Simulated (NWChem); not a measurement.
System: Si2H3F3; SMILES F[SiH2][SiH](F)F

NWChem input:

```
start job
memory heap 200 mb stack 900 mb global 1100 mb
geometry units angstroms
  Si     1.382978     0.074717    -0.296036
  F      2.186257     0.122248     1.102345
  Si    -0.837592    -0.081569     0.236678
  F     -1.491589    -1.280178    -0.606193
  F     -1.625403     1.168669    -0.388391
  H      1.785625     1.305637    -0.971277
  H      1.942679    -1.088525    -0.979052
  H     -1.381906    -0.228606     1.573122
end
basis spherical
  * library def2-svp
end
dft
  xc xpbe96 cpbe96
  disp vdw 4
  iterations 150
end
driver
  maxiter 120
end
task dft optimize
task dft freq
```

Output (shortened):

```
             Northwest Computational Chemistry Package (NWChem) 7.3.0
             --------------------------------------------------------

 C1  symmetry detected

                             Geometry "geometry" -> ""
                             -------------------------

 Output coordinates in angstroms (scale by  1.889725989 to convert to a.u.)

  No.       Tag          Charge          X              Y              Z
 ---- ---------------- ---------- -------------- -------------- --------------
    1 Si                  14.0000    -0.07757493    -1.26188314    -0.57385439
    2 F                    9.0000     0.08231853    -2.35041655     0.60619429
    3 Si                  14.0000     0.02338500     0.79567028     0.42385382
    4 F                    9.0000    -1.21472012     1.68121435    -0.08380211
    5 F                    9.0000     1.24426683     1.63070013    -0.19793810
    6 H                    1.0000     1.01768623    -1.57529028    -1.48786643
    7 H                    1.0000    -1.36211971    -1.59591880    -1.18317607
    8 H                    1.0000     0.09630545     1.04470787     1.85096385

 Effective nuclear repulsion energy (a.u.)     306.9006755694

                                Z-matrix (autoz)
                                --------

 Units are Angstrom for bonds and degrees for angles

      Type          Name      I     J     K     L     M      Value
      ----------- --------  ----- ----- ----- ----- ----- ----------
    1 Stretch                  1     2                       1.61338
    2 Stretch                  1     3                       2.28892
    3 Stretch                  1     6                       1.46056
    4 Stretch                  1     7                       1.46045
    5 Stretch                  3     4                       1.60462
    6 Stretch                  3     5                       1.60451
    7 Stretch                  3     8                       1.45051
    8 Bend                     1     3     4               108.91426
    9 Bend                     1     3     5               109.41853
   10 Bend                     1     3     8               125.83177
   11 Bend                     2     1     3               106.45781
   12 Bend                     2     1     6               103.80527
   13 Bend                     2     1     7               103.76909
   14 Bend                     3     1     6               115.63202
   15 Bend                     3     1     7               115.23022
   16 Bend                     4     3     5               100.21222
   17 Bend                     4     3     8               104.79174
   18 Bend                     5     3     8               104.69488
   19 Bend                     6     1     7               110.45061
   20 Torsion                  2     1     3     4        -130.43076
   21 Torsion                  2     1     3     5         120.93592
   22 Torsion                  2     1     3     8          -4.95920
   23 Torsion                  4     3     1     6         114.87872
   24 Torsion                  4     3     1     7         -16.00266
   25 Torsion                  5     3     1     6           6.24540
   26 Torsion                  5     3     1     7        -124.63598
   27 Torsion                  6     1     3     8        -119.64972
   28 Torsion                  7     1     3     8         109.46890

  pbe96 is a nonlocal functional; adding pw91lda local functional.

                           NWChem Geometry Optimization
                           ----------------------------

[...]

      ----------------------
      Optimization converged
      ----------------------

  Step       Energy      Delta E   Gmax     Grms     Xrms     Xmax
  ---- ---------------- -------- -------- -------- -------- --------
@   18    -879.47249644 -7.8D-08  0.00003  0.00001  0.00027  0.00059
                                     ok       ok       ok       ok

                                Z-matrix (autoz)
                                --------

 Units are Angstrom for bonds and degrees for angles

      Type          Name      I     J     K     L     M      Value     Gradient
      ----------- --------  ----- ----- ----- ----- ----- ---------- ----------
    1 Stretch                  1     2                       1.64480    0.00003
    2 Stretch                  1     3                       2.35353    0.00000
    3 Stretch                  1     6                       1.50209   -0.00000
    4 Stretch                  1     7                       1.50291   -0.00000
    5 Stretch                  3     4                       1.63608   -0.00002
    6 Stretch                  3     5                       1.63360   -0.00001
    7 Stretch                  3     8                       1.49834    0.00000
    8 Bend                     1     3     4               106.36067   -0.00001
    9 Bend                     1     3     5               109.18855    0.00000
   10 Bend                     1     3     8               117.31796   -0.00000
   11 Bend                     2     1     3               108.24154    0.00000
   12 Bend                     2     1     6               109.17771   -0.00000
   13 Bend                     2     1     7               108.61401   -0.00000
   14 Bend                     3     1     6               110.31216    0.00001
   15 Bend                     3     1     7               110.55569   -0.00000
   16 Bend                     4     3     5               107.49534    0.00000
   17 Bend                     4     3     8               108.22704    0.00000
   18 Bend                     5     3     8               107.86528   -0.00000
   19 Bend                     6     1     7               109.89252   -0.00000
   20 Torsion                  2     1     3     4        -176.17968    0.00000
   21 Torsion                  2     1     3     5          68.10422    0.00000
   22 Torsion                  2     1     3     8         -54.94518    0.00000
   23 Torsion                  4     3     1     6          64.42626    0.00000
   24 Torsion                  4     3     1     7         -57.32915    0.00000
   25 Torsion                  5     3     1     6         -51.28985   -0.00000
   26 Torsion                  5     3     1     7        -173.04526   -0.00000
   27 Torsion                  6     1     3     8        -174.33925    0.00000
   28 Torsion                  7     1     3     8          63.90535   -0.00000

[...]

 Rotational Constants
 --------------------
 A=   0.168647 cm-1  (  0.242640 K)
 B=   0.056862 cm-1  (  0.081810 K)
 C=   0.046766 cm-1  (  0.067284 K)

 Temperature                      =   298.15K
 frequency scaling parameter      =   1.0000

 Zero-Point correction to Energy  =   21.339 kcal/mol  (  0.034006 au)
 Thermal correction to Energy     =   25.796 kcal/mol  (  0.041108 au)
 Thermal correction to Enthalpy   =   26.388 kcal/mol  (  0.042052 au)

 Total Entropy                    =   85.499 cal/mol-K
   - Translational                =   40.142 cal/mol-K (mol. weight = 115.9725)
   - Rotational                   =   27.665 cal/mol-K (symmetry #  =        1)
   - Vibrational                  =   17.692 cal/mol-K

 Cv (constant volume heat capacity) =   22.805 cal/mol-K
   - Translational                  =    2.979 cal/mol-K
   - Rotational                     =    2.979 cal/mol-K
   - Vibrational                    =   16.846 cal/mol-K

[normal modes left out]

 ----------------------------------------------------------------------------
 Normal Eigenvalue ||           Projected Infra Red Intensities
  Mode   [cm**-1]  || [atomic units] [(debye/angs)**2] [(KM/mol)] [arbitrary]
 ------ ---------- || -------------- ----------------- ---------- -----------
    1       -0.000 ||    0.000096           0.002         0.094       0.020
    2        0.000 ||    0.000119           0.003         0.116       0.024
    3        0.000 ||    0.000044           0.001         0.043       0.009
    4        0.000 ||    0.000350           0.008         0.342       0.071
    5        0.000 ||    0.000035           0.001         0.034       0.007
    6        0.000 ||    0.000061           0.001         0.060       0.012
    7       47.219 ||    0.002777           0.064         2.707       0.564
    8       85.950 ||    0.004387           0.101         4.277       0.890
    9      169.599 ||    0.016704           0.385        16.284       3.390
   10      200.630 ||    0.000444           0.010         0.432       0.090
   11      301.249 ||    0.021302           0.491        20.767       4.323
   12      424.269 ||    0.007150           0.165         6.970       1.451
   13      507.565 ||    0.019615           0.453        19.122       3.980
   14      708.295 ||    0.022032           0.508        21.478       4.471
   15      767.676 ||    0.243036           5.607       236.923      49.319
   16      792.891 ||    0.032660           0.753        31.839       6.628
   17      812.384 ||    0.136541           3.150       133.107      27.708
   18      829.850 ||    0.105114           2.425       102.470      21.330
   19      901.833 ||    0.023988           0.553        23.384       4.868
   20      911.238 ||    0.087078           2.009        84.888      17.671
   21      930.330 ||    0.158052           3.646       154.077      32.073
   22     2167.180 ||    0.088214           2.035        85.996      17.901
   23     2182.073 ||    0.064650           1.492        63.024      13.119
   24     2193.622 ||    0.148237           3.420       144.509      30.081
 ----------------------------------------------------------------------------
```

Level: PBE-D3(BJ)/def2-SVP.
